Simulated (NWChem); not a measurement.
Molecule: BiH₂Te₂F; SMILES [F][Bi]([TeH])[TeH]

```xyz
6

Bi    -1.0292    -0.0105     0.2318
F     -1.8737    -0.0929    -1.6651
Te     0.9339     2.1043    -0.0329
H      1.9441     1.1285    -0.9603
Te     0.9993    -2.0310    -0.0272
H     -0.1787    -3.2313    -0.1640
```
Atoms are numbered in this order, from 1.

Results from NWChem. All runs use the structure optimised with PBE-D3(BJ)/def2-SVP. def2 effective core potentials on Te, Bi; no spin-orbit coupling. Total energies of different functionals are on different scales.

```json
[
 {"level": "B3LYP/def2-SVP", "energy (Ha)": "-851.9474", "highest occupied level (eV)": "-6.28", "orbital gap (eV)": "3.84", "dipole (D)": "3.01"},
 {"level": "PBE/def2-SVP", "energy (Ha)": "-851.6213", "highest occupied level (eV)": "-5.49", "orbital gap (eV)": "2.60", "dipole (D)": "2.71"},
 {"level": "RPBE/def2-SVP", "energy (Ha)": "-851.9005", "highest occupied level (eV)": "-5.43", "orbital gap (eV)": "2.63", "dipole (D)": "2.75"},
 {"level": "B97-2/def2-SVP", "energy (Ha)": "-852.4551", "highest occupied level (eV)": "-6.31", "orbital gap (eV)": "3.99", "dipole (D)": "3.07"},
 {"level": "KT2/def2-SVP", "energy (Ha)": "-857.2407", "highest occupied level (eV)": "-5.55", "orbital gap (eV)": "2.57", "dipole (D)": "2.68"},
 {"level": "LDA (Slater exchange, PW92)/def2-SVP", "energy (Ha)": "-849.9978", "highest occupied level (eV)": "-5.65", "orbital gap (eV)": "2.53", "dipole (D)": "2.63"},
 {"level": "N12/def2-SVP", "energy (Ha)": "-853.5995", "highest occupied level (eV)": "?", "orbital gap (eV)": "2.57", "dipole (D)": "?"}
]
```

**Question.** Complete the blanks.

**Answer.** 
- N12/def2-SVP, highest occupied level (eV): -5.18
- N12/def2-SVP, dipole (D): 2.91
